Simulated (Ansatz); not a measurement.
CCl2Se, SMILES `ClC(Cl)=[Se]`, one more setting.

```yaml
crystal:
  periodic: [false, false, false]
  atoms:
    - {symbol: Cl, position_ang: [1.332275, -0.644473, 1.196575]}
    - {symbol: C, position_ang: [0.021071, 0.023175, -0.032065]}
    - {symbol: Cl, position_ang: [-1.536491, -1.092977, -0.084663]}
    - {symbol: Se, position_ang: [0.245304, 1.646740, -1.102471]}
basis:
  gaussian: {orbitals: aug-cc-pVTZ}
hamiltonian: {xc: {name: wB97X}, pseudopotentials: {relativity: none}}
output: {forces: true}
```

```sh
$ ansatz run in.yaml --threads 2 --pin off --events-out ev --progress --plain --max-ram 4352MiB
```

Shortened log:

```
Functional definition: wB97X
1363 factors; their error is unknown
286 factors; integrals over basis functions are off by at most 6.0e-5 eV
mean field evaluation 1: about -91430.4011 eV, gradient 2.4e1 eV
mean field evaluation 2: about -91427.6857 eV, gradient 4.5e1 eV
mean field evaluation 4: about -91432.1627 eV, gradient 1.9e0 eV
mean field evaluation 8: about -91432.1838 eV, gradient 1.1e-1 eV
mean field evaluation 16: about -91432.3736 eV, gradient 9.6e-5 eV
mean field -91432.37359112 eV, -3360.0777543848 hartree, gradient 2.9e-5 eV, S^2 0.000000; 0 other end points of the search recorded, 0 dependent functions left out
reference -91432.37354794 eV, -3360.0777527981 hartree; 37, 37 occupied and 168, 168 virtual orbitals, 1363 factors
Total energy: -91432.37354794 eV, -3360.0777527981 hartree
Atom 0 at     1.332275    -0.644473     1.196575 Å, force    -2.590213     1.190335    -2.332378 eV/Å
Atom 1 at     0.021071     0.023175    -0.032065 Å, force     0.154453     1.118329    -0.737306 eV/Å
Atom 2 at    -1.536491    -1.092977    -0.084663 Å, force     3.040590     2.070657     0.182431 eV/Å
Atom 3 at     0.245304     1.646740    -1.102471 Å, force    -0.604830    -4.379320     2.887253 eV/Å
Dipole moment:     0.003638     0.026340    -0.017366 e Å
```

It took 17 s on 2 threads of an Arm Neoverse V1 on a shared host, with 0.8 GiB of host memory at the peak.
